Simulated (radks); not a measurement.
Values are calculated unless marked as measured or tabulated.
Question: All-electron atom: Sr4+ in [Ar] 3d10 4s2 4p4. Level of theory: Dirac Kohn-Sham, PBE, spin-unpolarised, spherical densities, finite nucleus; open shells fill j = l - 1/2 first; Fermi nuclear charge, rms radius 4.224 fm (a radial shooting solver on a logarithmic mesh with Libxc functionals).

Spin-orbit splittings of the eigenvalues, e(l+1/2) - e(l-1/2), with zeta = 2 splitting/(2l+1) and mean radii in bohr:

shell  occ.  splitting (eV)  zeta (eV)  <r> j=l-1/2  <r> j=l+1/2
2p        6           68.43      45.62       0.1475       0.1516
3p        6               ?          ?       0.4908       0.5011
3d       10           1.839     0.7358       0.4944       0.4980
4p        4           1.397     0.9312        1.427        1.452

Estimate the 3p splitting.

Answer: 10.51 eV (zeta = 7.007 eV).
